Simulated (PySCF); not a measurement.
**Working out the ionisation energy of Sn**

Sn [Kr] 4d10 5s2 5p2 (3P) → Sn⁺ [Kr] 4d10 5s2 5p1 (2P). Calculation: PySCF 2.14, in aug-cc-pV5Z-PP with ECP28MDF; scalar relativity through the core potential. Frozen: 4s2 4p6 4d10. Energies in hartree (1 hartree = 27.21139 eV):

| part | Sn (lower) | Sn⁺ (upper) |
| --- | --- | --- |
| UHF | -213.340729 | -213.089068 |
| MP2 opposite-spin | -0.040243 | -0.033284 |
| MP2 same-spin | -0.008078 | -0.002364 |

What does Hartree-Fock give?

(-213.089068) − (-213.340729) = 0.251661 hartree = 6.848 eV.

What do MP2 and SCS-MP2 (6/5 opposite-spin, 1/3 same-spin) give?

The opposite-spin parts differ by 0.189 eV and the same-spin parts by 0.155 eV. MP2: 6.848 + (0.189) + (0.155) = 7.192 eV. SCS-MP2: 6.848 + 1.2 × (0.189) + (0.155)/3 = 7.126 eV.

Measured between the centres of the two terms (NIST): 7.389 eV, so MP2 (valence) is off by -0.197 eV.

What remains against the reference includes basis incompleteness, the frozen core and correlation beyond second order.
